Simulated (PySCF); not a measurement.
CeH from Hartree–Fock to correlated methods

State: quartet, about 1.1 electrons in the 4f shell (Mulliken), real f orbitals that mix terms. Set-up: Ce x2c-TZVPall, H x2c-TZVPall; spin-free X2C with a Gaussian nucleus (PySCF 2.14). De refers to Ce (4f1 5d1 6s2) + H in their high-spin ground configurations, without counterpoise correction. The functionals are run spin-unrestricted. A positive dipole means Ce(−)H(+). Levels whose curve was spin-contaminated or gave no clean fit are not listed.

```csv
Level,Re (Å),ωe (cm⁻¹),De (eV),μ (D)
UHF,2.117,1350,n/a,-3.55
UHF-MP2,2.037,1478,n/a,n/a
UHF-SCS-MP2,2.048,1460,n/a,n/a
UHF-CCSD,2.055,1437,n/a,n/a
UHF-CCSD(T),2.053,1438,n/a,n/a
PBE,2.071,1319,n/a,-3.05
r²SCAN,2.060,1350,n/a,-3.34
PBE0,2.046,1375,n/a,-3.30
LC-ωPBE,2.082,1329,n/a,-3.48
B2PLYP,2.050,1404,n/a,-3.48
```

(1) What does the step from GGA to meta-GGA do here, going from PBE to r²SCAN?

(2) What does the triples do here, going from UHF-CCSD to UHF-CCSD(T)?

(3) What does all correlation do here, going from UHF to UHF-CCSD(T)?

Correlated steps freeze 18 core orbitals. Spin–orbit coupling is left out, which matters for elements this heavy, above all for dissociation energies. B2PLYP dipoles, levels and charges come from its SCF part alone. With d or f electrons several states lie close, and the lowest PBE0 determinant need not be the measured ground state.

The whole job (state search and all levels along the bond) took about 23 min on 4 threads of Arm Neoverse V2 (shared host), peak memory 6 GiB.

## Answers

(1) r²SCAN less PBE: -1.1 pm in Re, +2.4 % in ωe. 

(2) UHF-CCSD(T) less UHF-CCSD: -0.2 pm in Re, +0.1 % in ωe. Correlation nearly always deepens the well. The bond shortens, as is common for weak, ionic, metallic or heavy-atom bonds, where dispersion and the correlation of outer-core electrons can pull the atoms together.

(3) UHF-CCSD(T) less UHF: -6.4 pm in Re, +6.5 % in ωe. Correlation nearly always deepens the well. The bond shortens, as is common for weak, ionic, metallic or heavy-atom bonds, where dispersion and the correlation of outer-core electrons can pull the atoms together.
